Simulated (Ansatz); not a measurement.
Problem. Predict a relaxed structure of the cluster Mo₂O₆ (the lowest singlet isomer of a short search), charge 0, singlet, at r2SCAN-D4/def2-SVP (Ansatz).

Solution. 
```xyz
8

Mo   -1.3007    0.3682   -0.4877
Mo    1.3007   -0.3682    0.4877
O     2.3050    0.6169    1.4135
O     2.0536   -1.8507    0.2207
O    -0.5247   -0.4563    1.0547
O     0.5247    0.4564   -1.0547
O    -2.3049   -0.6170   -1.4135
O    -2.0538    1.8507   -0.2208
```
Point group D2h (tolerance 0.1 Å). This is one stationary point.

In the def2 sets Mo takes a core potential; there is no spin–orbit coupling. The structure comes from a short search, and lower isomers may exist.
